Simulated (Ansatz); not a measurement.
Basis-set extrapolation for `F[C@H](Cl)[Si@@H]1CO1` (PBE0-D4/def2-TZVP geometry, frozen core, Ansatz 0.2.0). Multiplicity 1, RHF reference.

```json
{"": "HF", "def2-TZVPP": "-1000.888386", "def2-QZVPP": "-1000.921830"}
{"": "MP2 correlation", "def2-TZVPP": "-1.120729", "def2-QZVPP": "-1.214331"}
{"": "CCSD(T) correlation", "def2-TZVPP": "-1.207917", "def2-QZVPP": "not run"}
```

Energies in hartree. Use E(X) = E(∞) + A·exp(−7.88·√X) for Hartree–Fock and E(X) = E(∞) + B·X^(−2.97) for correlation, with X = 3 and 4, and add CCSD(T) minus MP2 of the smaller set to the MP2 limit.

Task: What is the CCSD(T) energy at the basis-set limit?

Result: HF limit: -1000.921830 + (-0.033444) × 0.13774 = -1000.92644. MP2 limit: -1.214331 + (-0.093602) × 0.74074 = -1.28367. Higher-order term: -1.207917 − (-1.120729) = -0.08719. Total: -1002.29730 hartree, 126.1 kcal/mol below CCSD(T)/def2-TZVPP.
